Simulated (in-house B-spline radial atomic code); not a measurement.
**Ionising the titanium ion Ti³⁺ with different functionals**

Computed with a radial B-spline atomic code at the basis-set limit: scalar-relativistic (spin-free X2C) Hamiltonian, Fermi nucleus of rms radius 3.5921 fm, spin-polarised at highest spin, spherical fractional occupations for the functionals, and exact exchange of hybrids averaged over the configuration. The ionisation energy is the difference of two self-consistent energies, [Ar] 3d1 → [Ne] 3s2 3p6, without Breit or QED terms; ε is the level of the shell that loses the electron (its least bound occupied spin orbital).

| method | rung | ΔSCF (eV) | -ε(3d) (eV) |
| --- | --- | --- | --- |
| PBE0 | global hybrid | 43.50 | 37.43 |
| B3LYP | global hybrid | 43.66 | 37.11 |
| TPSSh | global hybrid | 43.31 | 35.89 |
| BHandHLYP | global hybrid | 43.42 | 39.64 |
| r2SCAN0 | global hybrid | 43.10 | 37.18 |
| B97-1 | global hybrid | 43.42 | 36.95 |
| HSE06 | range-separated hybrid | 43.49 | 37.00 |
| wB97X | range-separated hybrid | 43.24 | 39.79 |
| CAM-B3LYP | range-separated hybrid | 43.65 | 39.07 |
| LC-wPBE | range-separated hybrid | 43.65 | 40.40 |

Question: Among the functionals, which spreads more, the ΔSCF values or the orbital energies?

Answer: The orbital energies: ΔSCF values span about 0.56 eV and the orbital energies 4.52 eV; here energy differences depend much less on the functional than eigenvalues do.

Question: How do they compare with the NIST value?

Answer: NIST lists 43.267 eV (measured, ground level to ground level). Errors run from -0.17 to +0.39 eV; wB97X is closest (-0.03 eV), but part of that can be cancellation, since the calculations leave out spin-orbit coupling, Breit-QED terms, multiplet and fine-structure energies.
